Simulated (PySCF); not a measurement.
**Calculated NMR data**

- GFN2-xTB structure
- NMR shieldings at PBE0/pcSseg-1/GIAO
- program: PySCF 2.14
- no solvent, non-relativistic Hamiltonian, single conformer, equivalent nuclei averaged

Shifts are taken against calculated references (same method and geometry level): ¹H (σref 31.72) and ¹³C (σref 186.93) vs TMS. Splittings of carbon signals by F and P are missing where no couplings were computed. Where no couplings were computed, multiplicities follow the n + 1 count of equivalent neighbours, and m marks all less simple cases (inequivalent or close neighbours, rings, F or P nearby). Shifts are as computed. Against solution values, carbons near 30 ppm lie about +3 ppm off and those near 130 ppm about +5 ppm. Of 1309 compounds with measured shifts, 239 miss one by over three times the rms of a fit or turn the order of signals round; such compounds aren't used in these exercises. OH and NH positions are gas-phase values without hydrogen bonding to other molecules.

Compound 1 (C6H10OSi). ¹H NMR (400 MHz, computed): δ 6.94 (d, 1H), 5.70 (m, 1H), 4.75 (m, 2H), 4.70 (m, 2H), 1.16 (m, 2H), 1.09 (m, 2H). ¹³C{¹H} NMR (computed): δ 155.7 (C), 119.7 (CH), 70.7 (CH2), 6.9 (CH2), 6.1 (CH2). Structure: SMILES C(=C1CC1)[SiH]1COC1.

Compound 2 (C4H9FO3Si). ¹H NMR (400 MHz, computed): δ 7.07 (m, 1H), 4.82 (m, 1H), 3.92 (s, 6H), 2.56 (br s, 1H). ¹³C{¹H} NMR (computed): δ 169.2 (CH), 109.3 (CH), 52.7 (CH3). Structure: SMILES CO[Si](O)(/C=C\F)OC.
